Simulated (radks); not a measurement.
Excited configurations of N3+: one electron is placed in a higher orbital outside [He] 2s1. The ground configuration is [He] 2s2. Calculated with a radial shooting solver on a logarithmic mesh with Libxc functionals: Dirac Kohn-Sham, LDA (Slater exchange, Perdew-Wang correlation), spin-unpolarised, spherical densities, finite nucleus; open shells fill j = l - 1/2 first; Fermi nuclear charge, rms radius 2.5582 fm. Excitation = E - E(ground); binding = E(ion) - E, where the ion is the core of charge +4; n* = 4/sqrt(2 binding) in atomic units, and the quantum defect is n - n*.

outer orbital,excitation (eV),binding (eV),eigenvalue (eV),<r> (bohr)
3d3/2,52.298,25.177,-21.144,2.477
4p1/2,62.266,15.209,-13.468,5.186
4f5/2,63.889,13.587,-11.572,4.476
5d3/2,68.217,9.259,-8.208,8.212
6p1/2,70.817,6.659,-5.986,12.24
7p1/2,72.599,4.876,-4.404,16.86
7f5/2,72.839,4.636,-4.149,16.49

The Delta-SCF ionisation energy is 77.476 eV (NIST Atomic Spectra Database: 77.474 eV, measured). Self-interaction in the functional shifts the binding energies and quantum defects, so they are the method's values and not measured ones. Spin polarisation and multiplet splitting are left out, so open shells lie too high by an amount that depends on their filling.

Beside tabulated values, note that spin-unpolarised runs miss the spin-polarisation part of the exchange energy of open shells.
